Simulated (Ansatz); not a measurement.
Ge(eta1-allyl)H3 (C₃H₈Ge). Total charge 0; singlet. Geometry r2SCAN-D4/def2-SVP, basis def2-TZVP, Ansatz.

```tsv
run	HOMO (eV)	LUMO (eV)
A	-7.07	0.06
B	-9.72	2.34
C	-7.20	0.19
D	-6.01	-0.93
```

LC-ωPBE has ω = 0.4 bohr⁻¹. Another isomer (singlet) lies 0.17 eV lower at PBE0-D4/def2-TZVP; other spin states weren't run for this one.

The runs used LC-ωPBE, PBE, PBE0, r2SCAN0. Estimate which is which.

A PBE0 (25 % exact exchange); B LC-ωPBE (range-separated); C r2SCAN0 (25 % exact exchange); D PBE (0 % exact exchange). Exact exchange lowers occupied and raises empty levels; among semilocal functionals meta-GGAs tend to open the gap a little, and such runs are hard to tell apart. The gap grows from 5.08 eV (PBE) to 12.05 eV (LC-ωPBE).
